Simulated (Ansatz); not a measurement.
Reactions of CH₆Se₂Si (`C[Se][Se][SiH3]`).

Isolated molecules relaxed with PBE0-D4/def2-TZVP in Ansatz; ΔE leaves out vibrations. CCSD(T)/CBS is the MP2 limit (def2-TZVPP, def2-QZVPP) plus CCSD(T) − MP2 in def2-TZVPP, frozen cores. This one scheme is used for every species, atoms too. Functionals use def2-TZVPP. B3LYP here is the variant with VWN-RPA as its local correlation; programs differ in this. Open shells (•) are unrestricted, without spin–orbit coupling. Spin–orbit coupling would lower the free atoms: a little for C, Si; clearly for Se. Bonds to As, Se are less sure, by a few kJ/mol each and by 10 to 20 or more in all where they break to atoms, as the def2 sets lack core-valence functions. Scalar relativity is left out up to krypton. One conformer a species, not always the lowest.

```json
{"reaction": "`C[Se][Se][SiH3]` + `F[SiH2]Cl` → `C[Se][SiH](F)Cl` + `[SiH3][SeH]`", "PBE0-D4 (kJ/mol)": "-46", "B2PLYP (kJ/mol)": "-42", "B3LYP-D4 (kJ/mol)": "-39", "MP2/CBS(def2) (kJ/mol)": "-46"}
{"reaction": "`C[Se][Se][SiH3]` + `OCO` → `C[Se]C(O)O` + `[SiH3][SeH]`", "PBE0-D4 (kJ/mol)": "58", "B2PLYP (kJ/mol)": "55", "B3LYP-D4 (kJ/mol)": "60", "MP2/CBS(def2) (kJ/mol)": "57"}
{"reaction": "`C[Se][Se][SiH3]` + `[AlH3]` → `[AlH2][Se][SiH3]` + `C[SeH]`", "PBE0-D4 (kJ/mol)": "-116", "B2PLYP (kJ/mol)": "-117", "B3LYP-D4 (kJ/mol)": "-107", "MP2/CBS(def2) (kJ/mol)": "-119"}
{"reaction": "`C[Se][Se][SiH3]` + `[AsH3]` → `C[Se][AsH2]` + `[SiH3][SeH]`", "PBE0-D4 (kJ/mol)": "-14", "B2PLYP (kJ/mol)": "-17", "B3LYP-D4 (kJ/mol)": "-12", "MP2/CBS(def2) (kJ/mol)": "-14"}
{"reaction": "`C[Se][Se][SiH3]` → C• + 6 H• + 2 Se• + Si•", "PBE0-D4 (kJ/mol)": "3076", "B2PLYP (kJ/mol)": "3033", "B3LYP-D4 (kJ/mol)": "3081", "MP2/CBS(def2) (kJ/mol)": "3108"}
{"reaction": "`C[Se][Se][SiH3]` + `O[SiH3]` → `O[SiH2][Se][SiH3]` + `C[SeH]`", "PBE0-D4 (kJ/mol)": "-59", "B2PLYP (kJ/mol)": "-55", "B3LYP-D4 (kJ/mol)": "-50", "MP2/CBS(def2) (kJ/mol)": "-59"}
{"reaction": "`C[Se][Se][SiH3]` + `CC` → `CC[Se][SiH3]` + `C[SeH]`", "PBE0-D4 (kJ/mol)": "68", "B2PLYP (kJ/mol)": "64", "B3LYP-D4 (kJ/mol)": "71", "MP2/CBS(def2) (kJ/mol)": "65"}
{"reaction": "`C[Se][Se][SiH3]` + `C[SiH3]` → `C[SiH2][Se][Se]C` + SiH₄", "PBE0-D4 (kJ/mol)": "-9", "B2PLYP (kJ/mol)": "-7", "B3LYP-D4 (kJ/mol)": "-9", "MP2/CBS(def2) (kJ/mol)": "-10"}
{"reaction": "`C[Se][Se][SiH3]` + PH₃ → `C[Se]P` + `[SiH3][SeH]`", "PBE0-D4 (kJ/mol)": "-1", "B2PLYP (kJ/mol)": "-2", "B3LYP-D4 (kJ/mol)": "4", "MP2/CBS(def2) (kJ/mol)": "-1"}
{"reaction": "`C[Se][Se][SiH3]` + `N[SiH3]` → `N[SiH2][Se][SiH3]` + `C[SeH]`", "PBE0-D4 (kJ/mol)": "-61", "B2PLYP (kJ/mol)": "-57", "B3LYP-D4 (kJ/mol)": "-53", "MP2/CBS(def2) (kJ/mol)": "-63"}
```

**Question.** Give the CCSD(T)/CBS values in the same order. (Best estimate.)

**Answer.** The calculation gave: -46, 55, -119, -14, 3099, -59, 63, -9, -1, -61 kJ/mol.

Largest T1 diagnostic: 0.013, for PH₃.
